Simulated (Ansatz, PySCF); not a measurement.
CdCl₂, SMILES [Cd]([Cl])[Cl]. Atoms are numbered in the order given.

```xyz
3

Cd     0.0000     0.0000     0.0000
Cl     0.0000     0.0000    -2.2642
Cl     0.0000     0.0000     2.2642
```
Charge 0, spin multiplicity 1.

The structure is a stationary point at PBE0-D3(BJ)/def2-TZVP. The isomer is the one that the SMILES or the coordinates give; other isomers of the formula were not compared. The def2 effective core potentials stand for the cores of Cd; spin–orbit coupling is left out.

Two levels are set side by side: PBE-D3(BJ)/def2-TZVP (Ansatz, a program for electronic structure) and PBE0-D3(BJ)/def2-TZVP (Ansatz). Each level has its own optimised geometry; the coordinates shown are those of the second. Frequencies come from the Hessian of PySCF at each geometry. Differences are taken from unrounded values.

| quantity | PBE0-D3(BJ) |
|---|---|
| mean bond length (Å) | 2.264 |
| bond Cd1–Cl2 (Å) | 2.264 |
| bond Cd1–Cl3 (Å) | 2.264 |
| highest harmonic wavenumber (cm⁻¹) | 423 |
| mean harmonic wavenumber (cm⁻¹) | 232 |
| zero-point energy (kcal/mol) | 1.33 |

**Question.** What does PBE-D3(BJ) give, and how far is it from PBE0-D3(BJ)? (The exact figures need the calculation; the answer reports its results.)

**Answer.** 
```
quantity                            PBE-D3(BJ)  PBE-D3(BJ) minus PBE0-D3(BJ)
----------------------------------  ----------  ----------------------------
mean bond length (Å)                     2.277                         0.012
bond Cd1–Cl2 (Å)                         2.277                         0.012
bond Cd1–Cl3 (Å)                         2.277                         0.012
highest harmonic wavenumber (cm⁻¹)         409                           -15
mean harmonic wavenumber (cm⁻¹)            224                            -8
zero-point energy (kcal/mol)              1.28                         -0.04
```

GGA bonds tend to be longer and softer than those of functionals with exact exchange. Differences between two approximate levels are no errors against the true value.
